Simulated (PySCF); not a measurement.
# Dipole response of Mn²⁺ (manganese, charge +2)

[Ar] 3d5, high-spin 6S determinant. Computed with PySCF 2.14 in aug-cc-pwCVTZ-DK with one added diffuse shell each of s, p, d, f, g type (11s10p8d5f4g, 152 functions), with the spin-free X2C one-electron Hamiltonian (Gaussian nucleus). Coupled (time-dependent) response in atomic units; α is the mean over directions.

```json
{"method": "TPSS", "mean α (bohr³)": "4.162", "C₆ (like pair)": "12.38", "S(−4)": "10.53"}
```

S(−4) is the Cauchy moment in α(ω) = α(0) + S(−4) ω² + …

α(iu) at TPSS:

```csv
u (hartree),α(iu) (bohr³)
0,4.162
0.0500,4.136
0.100,4.061
0.200,3.806
0.300,3.487
0.500,2.886
0.750,2.328
1.00,1.929
1.50,1.398
2.00,1.060
3.00,0.6670
5.00,0.3314
```

For an ion, C₆ is the dispersion term alone; charge-induced terms of lower order in 1/R come first.
